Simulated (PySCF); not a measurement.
A structure optimised at PBE-D3(BJ)/def2-SVP, used in a PySCF frequency run:

```xyz
9

F      2.0585    -0.2581     0.8688
C      1.2162     0.0675    -0.1493
C      0.4613     1.3853    -0.0544
C     -0.2583     0.0799     0.1365
F     -0.6558    -0.2391     1.3899
Cl    -1.3895    -0.4920    -1.1000
H      1.5650    -0.2886    -1.1346
H      0.2930     1.9786    -0.9655
H      0.6241     1.9537     0.8758
```
Charge 0, spin multiplicity 1.

Q: Write its SMILES and formula.

A: F[C@@H]1C[C@@]1(F)Cl, C3H3ClF2

Q: What are its rotational constants (standard atomic weights)?

A: 5.1361, 1.9576, 1.7788 GHz
